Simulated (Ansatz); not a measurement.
Molecule: SeO₂ (charge -1, doublet). SMILES of the parent species: O=[Se]=O

Atoms: O1, Se2, O3. Bonds: O1-Se2, Se2-O3.

Bond lengths (Å) and angles (degrees) optimised at HF/6-31G* with LANL2DZ past Ar with Ansatz (a first-principles code); PBE/6-31G* with LANL2DZ past Ar with Ansatz; B3LYP/6-31G* with LANL2DZ past Ar with Ansatz, each started from the B3LYP-D3(BJ)/def2-TZVP structure (Ansatz) of the last column. A row stands for all coordinates that are equal there. 6-31G* holds six Cartesian d functions. No wavenumbers were computed at PBE/6-31G* with LANL2DZ past Ar, so these may be saddle points.

```tsv
coordinate	HF/6-31G* with LANL2DZ past Ar	PBE/6-31G* with LANL2DZ past Ar	B3LYP/6-31G* with LANL2DZ past Ar	B3LYP-D3(BJ)/def2-TZVP
O1-Se2	1.668	1.765	1.733	1.686
O1-Se2-O3	112.6	114.2	113.5	111.7
```

Mean signed difference of all 2 bond lengths from B3LYP-D3(BJ)/def2-TZVP: HF/6-31G* with LANL2DZ past Ar -0.018 Å, PBE/6-31G* with LANL2DZ past Ar 0.079 Å, B3LYP/6-31G* with LANL2DZ past Ar 0.048 Å.
